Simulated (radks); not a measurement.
Species: C2+. Configuration: [He] 2s2.

All-electron calculation, non-relativistic Kohn-Sham, PBEsol, spin-unpolarised, spherical densities, point nucleus. Program: a radial shooting solver on a logarithmic mesh with Libxc functionals.

Energy parts (Ry):
total: -72.59507
kinetic: 72.39076
electron-nucleus: -160.62569
Hartree: 24.01361
exchange-correlation: -8.37374

Orbitals (lengths in bohr, moments of r in powers of bohr; <r^-3> diverges for s and p1/2; r(90%) holds 90 % of the orbital's charge):
orbital  occ.  eigenvalue (Ry)    <r^4>  r(90%)  <r^-3>
1s          2        -22.56336  0.02597   0.486       -
2s          2         -2.95172    8.412    2.11       -

The highest occupied level is 2s at -40.160 eV. The electron density at the nucleus is 129.6 e/bohr^3.
